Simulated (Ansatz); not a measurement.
Input and output for C2H3F3GeO2, SMILES `CC(=O)[O][Ge]([F])([F])[F]`.

```yaml
crystal:
  periodic: [false, false, false]
  atoms:
    - {symbol: C, position_ang: [0.951864, -1.851834, 0.622863]}
    - {symbol: C, position_ang: [0.268728, -0.280942, 0.047086]}
    - {symbol: O, position_ang: [0.952009, 0.761762, -0.196647]}
    - {symbol: O, position_ang: [-0.877749, -0.299179, 0.041840]}
    - {symbol: Ge, position_ang: [-1.119892, 1.346188, -1.084962]}
    - {symbol: F, position_ang: [-1.029640, 2.718440, 0.339394]}
    - {symbol: F, position_ang: [-0.617684, 1.202016, -2.545111]}
    - {symbol: F, position_ang: [-3.015597, 1.350777, -0.682194]}
    - {symbol: H, position_ang: [0.905915, -2.045917, 1.781557]}
    - {symbol: H, position_ang: [2.062937, -1.240278, 0.689903]}
    - {symbol: H, position_ang: [0.886478, -2.444867, 0.193867]}
basis:
  gaussian: {orbitals: def2-mTZVP}
total_charge: 1
magnetization: {spin_polarized: true, initial_magnetization: 1}
hamiltonian: {xc: {name: r2SCAN50}, dispersion: d4, pseudopotentials: {relativity: none}}
output: {forces: true}
```

```sh
$ ansatz run in.yaml --threads 2 --pin off --events-out ev --progress --plain --max-ram 32768MiB --backend cpu
```

Shortened log:

```
Functional definition: r2SCAN50
1656 factors; integrals over basis functions are off by at most 1.3e-3 eV
mean field evaluation 1: about -70848.0479 eV, gradient 6.6e1 eV
mean field evaluation 2: about -70824.5633 eV, gradient 1.0e2 eV
mean field evaluation 4: about -70861.3274 eV, gradient 5.9e0 eV
mean field evaluation 8: about -70861.6328 eV, gradient 1.2e0 eV
mean field evaluation 16: about -70861.6719 eV, gradient 8.7e-2 eV
mean field evaluation 32: about -70861.6725 eV, gradient 5.8e-4 eV
mean field -70861.67246493 eV, -2604.1184313194 hartree, gradient 5.1e-5 eV, S^2 0.763964; 4 other end points of the search recorded, 0 dependent functions left out
reference -70861.67247166 eV, -2604.1184315669 hartree; 45, 44 occupied and 143, 144 virtual orbitals, 1656 factors
Total energy: -70861.74816230 eV, -2604.1212131466 hartree
Atom 0 at     0.951864    -1.851834     0.622863 Å, force     7.320147    32.668423    26.158896 eV/Å
Atom 1 at     0.268728    -0.280942     0.047086 Å, force     9.102912     4.460779     0.183026 eV/Å
Atom 2 at     0.952009     0.761762    -0.196647 Å, force    -1.334467    -4.076359    -0.071585 eV/Å
Atom 3 at    -0.877749    -0.299179     0.041840 Å, force    -7.655696    -2.085850    -0.642300 eV/Å
Atom 4 at    -1.119892     1.346188    -1.084962 Å, force    -6.658193     4.706671    11.376441 eV/Å
Atom 5 at    -1.029640     2.718440     0.339394 Å, force     0.524132    -3.454267    -4.022159 eV/Å
Atom 6 at    -0.617684     1.202016    -2.545111 Å, force     1.593826    -0.549035    -4.578596 eV/Å
Atom 7 at    -3.015597     1.350777    -0.682194 Å, force     4.914292    -0.575557    -1.851702 eV/Å
Atom 8 at     0.905915    -2.045917     1.781557 Å, force    -0.945107     0.380538    -2.626579 eV/Å
Atom 9 at     2.062937    -1.240278     0.689903 Å, force    -2.715130    -1.217303    -0.940670 eV/Å
Atom 10 at     0.886478    -2.444867     0.193867 Å, force    -4.146718   -30.258041   -22.984771 eV/Å
Dipole moment:     1.452809    -1.945882     0.339130 e Å
```

Hardware: 2 threads of an AMD EPYC 7R13 on a shared host. Wall time 37 s, peak host memory 0.89 GiB.
